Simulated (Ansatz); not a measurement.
The same molecule with X = F, Br, I. Ansatz, PBE0-D4/def2-TZVP geometries, multiplicity 1.

Elements past krypton have def2 core potentials. Scalar relativity is left out up to krypton.

```csv
X,molecule,mean X–B bond length / Å,HOMO–LUMO gap (B3LYP/def2-TZVPP) / eV,size of the dipole moment (PBE/def2-TZVPP) / D,HOMO–LUMO gap (ωB97M-V/def2-TZVPP) / eV
Br,`BrB1BC1`,1.900,6.29,1.94,10.93
I,`IB1BC1`,2.092,5.43,2.82,9.96
```

Give the row for X = F, `FB1BC1`. (An estimate is asked.)

The calculation gave: 
```tsv
X	molecule	mean X–B bond length / Å	HOMO–LUMO gap (B3LYP/def2-TZVPP) / eV	size of the dipole moment (PBE/def2-TZVPP) / D	HOMO–LUMO gap (ωB97M-V/def2-TZVPP) / eV
F	`FB1BC1`	1.303	6.84	1.62	11.57
```

From F to I the mean X–B bond length rises at each step, by 0.789 Å in all; the HOMO–LUMO gap (B3LYP/def2-TZVPP) falls at each step, by 1.41 eV in all; the HOMO–LUMO gap (ωB97M-V/def2-TZVPP) falls at each step, by 1.61 eV in all. Bonds lengthen as the atom grows down the group. Dipoles are sizes alone, and their direction can turn along the series.

B3LYP here is the variant with VWN-RPA as its local correlation; programs differ in this.

Spin–orbit coupling is left out; it splits and shifts lone-pair levels of the heavy atoms by tenths of an eV.
